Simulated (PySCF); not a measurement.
One ligand changed at a time: Ni2+ H2O-NH3. Isolated molecules, 0 K electronic values unless said otherwise. One relaxed conformer stands for each flexible species; it need not be the lowest. Multiplicities are imposed; where one is given, others were not computed.

These are B3LYP-D3(BJ)/def2-TZVP // PBE-D3(BJ)/def2-SVP (PySCF) values and carry that method's errors. B3LYP has the VWN-RPA correlation part, as in Gaussian. 

```
species                                                                                                                      highest occupied spin orbital (eV)  spin population on the central atom (Mulliken)  coordination number  mean distance from the central atom to its bonded neighbours (Å)
---------------------------------------------------------------------------------------------------------------------------  ----------------------------------  ----------------------------------------------  -------------------  ----------------------------------------------------------------
2 of 6 H2O replaced by NH3, multiplicity 3                                                                                                                  [?]                                             [?]                    6                                                             2.108
4 of 6 H2O replaced by NH3, multiplicity 1 ([Ni(H2O)2(NH3)4]2+ (near-degenerate singlet))                                                                     –                                               –                  [?]                                                             1.941
4 of 6 H2O replaced by NH3, multiplicity 3 ([Ni(H2O)2(NH3)4]2+ (near-degenerate triplet))                                                                -14.81                                            1.68                  [?]                                                             2.144
5 of 6 H2O replaced by NH3, multiplicity 1 ([Ni(H2O)(NH3)5]2+ (singlet; the order of the spin states depends on the level))                                   –                                               –                    4                                                             1.938
5 of 6 H2O replaced by NH3, multiplicity 3 ([Ni(H2O)(NH3)5]2+ (triplet; the order of the spin states depends on the level))                              -14.76                                            1.66                    6                                                             2.163
```

**Question.** What belongs in the gaps?

**Answer.** 
- 2 of 6 H2O replaced by NH3, multiplicity 3, highest occupied spin orbital (eV): -15.89
- 2 of 6 H2O replaced by NH3, multiplicity 3, spin population on the central atom (Mulliken): 1.72
- 4 of 6 H2O replaced by NH3, multiplicity 1 ([Ni(H2O)2(NH3)4]2+ (near-degenerate singlet)), coordination number: 4
- 4 of 6 H2O replaced by NH3, multiplicity 3 ([Ni(H2O)2(NH3)4]2+ (near-degenerate triplet)), coordination number: 6
